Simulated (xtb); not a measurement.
xtb input (GFN-FF):

```bash
xtb mol.xyz --gfnff --opt tight --chrg 0 --uhf 0
```
mol.xyz:
```
3

F     -1.02012856    -0.25279695     0.03047619
C     -0.03126398     0.59606588     0.00107136
F      1.04097121    -0.14458031    -0.03119043
```

End of the output:

```
         :::::::::::::::::::::::::::::::::::::::::::::::::::::
         ::                     SUMMARY                     ::
         :::::::::::::::::::::::::::::::::::::::::::::::::::::
         :: total energy              -0.298213257154 Eh    ::
         :: gradient norm              0.000236054484 Eh/a0 ::
         ::.................................................::
         :: bond energy               -0.314746266860 Eh    ::
         :: angle energy               0.000019705138 Eh    ::
         :: torsion energy             0.000000000000 Eh    ::
         :: repulsion energy           0.017494508521 Eh    ::
         :: electrostat energy        -0.000635870999 Eh    ::
         :: dispersion energy         -0.000345332952 Eh    ::
         :: HB energy                  0.000000000000 Eh    ::
         :: XB energy                  0.000000000000 Eh    ::
         :: bonded atm energy          0.000000000000 Eh    ::
         :: external energy            0.000000000000 Eh    ::
         :: add. restraining           0.000000000000 Eh    ::
         :: total charge               0.000000000000 e     ::
         :::::::::::::::::::::::::::::::::::::::::::::::::::::

           -------------------------------------------------
          |                Property Printout                |
           -------------------------------------------------

molecular dipole:
                 x           y           z       tot (Debye)
 q only:        0.002      -0.036      -0.000       0.091
           -------------------------------------------------
          |                Geometry Summary                 |
           -------------------------------------------------

      molecular mass/u    :       50.0075422
   center of mass at/Å    :       -0.0017255       0.0328969       0.0000591
  moments of inertia/u·Å² :        0.1171667E+01   0.5604939E+02   0.5722106E+02
rotational constants/cm⁻¹ :        0.1438773E+02   0.3007639E+00   0.2946054E+00

 * 2 selected distances

     #   Z          #   Z                                           value/Å
     1   9 F        2   6 C                                       1.2662921 (min)
     2   6 C        3   9 F                                       1.2662921 (max)

 * 1 distinct bonds (by element types)

   Z      Z             #   av. dist./Å        max./Å        min./Å
   6 C    9 F           2     1.2662921     1.2662921     1.2662921

optimized geometry written to: xtbopt.xyz

           -------------------------------------------------
          | TOTAL ENERGY               -0.298213257154 Eh   |
          | GRADIENT NORM               0.000236054484 Eh/α |
           -------------------------------------------------
########################################################################
[WARNING] Runtime exception occurred
-1- gfnff_setup: Could not read topology file.
########################################################################

------------------------------------------------------------------------
------------------------------------------------------------------------
 total:
 SCF:
 ANC optimizer:
Note: The following floating-point exceptions are signalling: IEEE_UNDERFLOW_FLAG IEEE_DENORMAL
normal termination of xtb
```
